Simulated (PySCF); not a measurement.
# Electron correlation in Yb (ytterbium, neutral)

[Xe] 4f14 5d1 6s1, high-spin 3D determinant (an excited configuration). All numbers are calculated (PySCF 2.14, scalar relativity by spin-free X2C-1e, in cc-pVDZ-X2C). Frozen: [Kr] 4d10; 24 electrons correlated.

```csv
level,correlation energy (mhartree)
CCSD,-910.44
(T),-32.57
CCSD(T),-943.01
```

Diagnostics: T1 = 0.022, D1 = 0.0651, largest double amplitude 0.036.

Spin-orbit coupling, absent here, splits the open shell strongly.

Cost of the coupled-cluster step: of the order of 2.1 core-minutes, for 24 correlated electrons.

Iterations:

```
CC2 = 0
CCSD nocc = (np.int64(13), np.int64(11)), nmo = (61, 61)
frozen orbitals [[0, 1, 2, 3, 4, 5, 6, 7, 8, 9, 10, 11, 12, 13, 14, 15, 16, 17, 18, 19, 20, 21, 22], [0, 1, 2, 3, 4, 5, 6, 7, 8, 9, 10, 11, 12, 13, 14, 15, 16, 17, 18, 19, 20, 21, 22]]
max_cycle = 100
direct = 0
conv_tol = 1e-08
conv_tol_normt = 1e-06
diis_space = 8
diis_start_cycle = 0
Init t2, MP2 energy = -1.1099940619815
Init E_corr(UCCSD) = -1.10999406198197
cycle = 1  E_corr(UCCSD) = -0.813514560724229  dE = 0.296479501  norm(t1,t2) = 0.222546
cycle = 2  E_corr(UCCSD) = -0.957114570382069  dE = -0.14360001  norm(t1,t2) = 0.168065
cycle = 3  E_corr(UCCSD) = -0.917713646317481  dE = 0.0394009241  norm(t1,t2) = 0.170437
cycle = 4  E_corr(UCCSD) = -0.909289101070242  dE = 0.00842454525  norm(t1,t2) = 0.0209361
cycle = 5  E_corr(UCCSD) = -0.908372711625555  dE = 0.000916389445  norm(t1,t2) = 0.0115531
cycle = 6  E_corr(UCCSD) = -0.910313797523566  dE = -0.0019410859  norm(t1,t2) = 0.00328886
cycle = 7  E_corr(UCCSD) = -0.910587945384411  dE = -0.000274147861  norm(t1,t2) = 0.00316881
cycle = 8  E_corr(UCCSD) = -0.910524461289778  dE = 6.34840946e-05  norm(t1,t2) = 0.00282081
cycle = 9  E_corr(UCCSD) = -0.910339771002613  dE = 0.000184690287  norm(t1,t2) = 0.00249988
cycle = 10  E_corr(UCCSD) = -0.910411610416869  dE = -7.18394143e-05  norm(t1,t2) = 0.00126721
cycle = 11  E_corr(UCCSD) = -0.91040221314493  dE = 9.39727194e-06  norm(t1,t2) = 0.00061519
cycle = 12  E_corr(UCCSD) = -0.910460403840359  dE = -5.81906954e-05  norm(t1,t2) = 0.000286124
cycle = 13  E_corr(UCCSD) = -0.910440952437887  dE = 1.94514025e-05  norm(t1,t2) = 0.000120349
cycle = 14  E_corr(UCCSD) = -0.910440891161295  dE = 6.12765925e-08  norm(t1,t2) = 7.11417e-05
cycle = 15  E_corr(UCCSD) = -0.910445278715194  dE = -4.3875539e-06  norm(t1,t2) = 5.02891e-05
cycle = 16  E_corr(UCCSD) = -0.910441594312525  dE = 3.68440267e-06  norm(t1,t2) = 3.96543e-05
cycle = 17  E_corr(UCCSD) = -0.910441047472676  dE = 5.46839849e-07  norm(t1,t2) = 2.43411e-05
cycle = 18  E_corr(UCCSD) = -0.910442237521215  dE = -1.19004854e-06  norm(t1,t2) = 1.96351e-05
cycle = 19  E_corr(UCCSD) = -0.910441963737284  dE = 2.73783931e-07  norm(t1,t2) = 1.08858e-05
cycle = 20  E_corr(UCCSD) = -0.910441673933299  dE = 2.89803985e-07  norm(t1,t2) = 9.13844e-06
cycle = 21  E_corr(UCCSD) = -0.910441850951355  dE = -1.77018056e-07  norm(t1,t2) = 5.28404e-06
cycle = 22  E_corr(UCCSD) = -0.910442174506763  dE = -3.23555409e-07  norm(t1,t2) = 4.46865e-06
cycle = 23  E_corr(UCCSD) = -0.910441924154749  dE = 2.50352015e-07  norm(t1,t2) = 3.61374e-06
cycle = 24  E_corr(UCCSD) = -0.910441873548016  dE = 5.06067324e-08  norm(t1,t2) = 2.51833e-06
cycle = 25  E_corr(UCCSD) = -0.910441967729205  dE = -9.41811891e-08  norm(t1,t2) = 1.76952e-06
cycle = 26  E_corr(UCCSD) = -0.910441956347886  dE = 1.13813191e-08  norm(t1,t2) = 1.41253e-06
cycle = 27  E_corr(UCCSD) = -0.910441951089395  dE = 5.25849075e-09  norm(t1,t2) = 7.91556e-07
UCCSD converged
E(UCCSD) = -14055.25785198521  E_corr = -0.9104419510893954
UCCSD(T) correction = -0.0325691555330025
```
